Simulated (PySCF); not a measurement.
How the method changes the constants of NaI⁻

State: ²Σ⁺ (doublet), unpaired electrons σ ↑. Set-up: basis Na def2-SVPD, I def2-SVPD with ECP28; scalar-relativistic core potentials; PySCF 2.14. De refers to Na + I⁻ in their ground configurations, without counterpoise correction. The functionals are run spin-unrestricted. A positive dipole points towards I; it is taken about the centre of mass and depends on that origin. Levels whose curve was spin-contaminated or gave no clean fit are not listed.

| Level | Re (Å) | ωe (cm⁻¹) | De (eV) | μ (D) |
| --- | --- | --- | --- | --- |
| UHF | 3.008 | 162 | n/a | 6.64 |
| UHF-MP2 | 3.005 | 163 | 0.92 | n/a |
| UHF-SCS-MP2 | 3.008 | 163 | 0.91 | n/a |
| PBE | 2.978 | 161 | 0.88 | 5.97 |
| BLYP | 3.014 | 152 | 0.75 | 5.58 |
| r²SCAN | 2.959 | 168 | 0.95 | 6.16 |
| B3LYP | 2.988 | 158 | 0.79 | 5.71 |
| PBE0 | 2.959 | 166 | 0.90 | 6.16 |
| HSE06 | 2.966 | 165 | 0.90 | 6.10 |
| B2PLYP | 2.985 | 162 | 0.84 | 6.06 |

Question: What does a quarter of exact exchange do here, going from PBE to PBE0?

Answer: PBE0 less PBE: -1.9 pm in Re, +3.1 % in ωe, +0.02 eV in De. Exact exchange removes part of the self-interaction that spreads semilocal densities, and in most molecules shortens and stiffens the bond and lowers De; here De goes the other way.

Question: What does the step from GGA to meta-GGA do here, going from PBE to r²SCAN?

Answer: r²SCAN less PBE: -1.9 pm in Re, +4.3 % in ωe, +0.07 eV in De. 

Question: What does the three-parameter hybrid form, with a fifth of exact exchange, do here, going from BLYP to B3LYP?

Answer: B3LYP less BLYP: -2.6 pm in Re, +3.9 % in ωe, +0.04 eV in De. Exact exchange removes part of the self-interaction that spreads semilocal densities, and in most molecules shortens and stiffens the bond and lowers De; here De goes the other way.

Correlated steps freeze 5 core orbitals. Correlated levels converge slowly with the basis: in double zeta they bind strong bonds too weakly, by up to about 1 eV, and carry superposition errors of some tenths. Spin–orbit coupling is left out. For an ion De counts to the pair picked by the measured ionisation energies or electron affinities, which need not be the lowest pair at this level. The highest Kohn–Sham level is positive in this anion. Much of that is self-interaction error, but it also means that the finite basis helps to hold the extra electron. B2PLYP dipoles, levels and charges come from its SCF part alone. The state is the lowest determinant that a PBE0 search found; another state may lie lower at other levels.
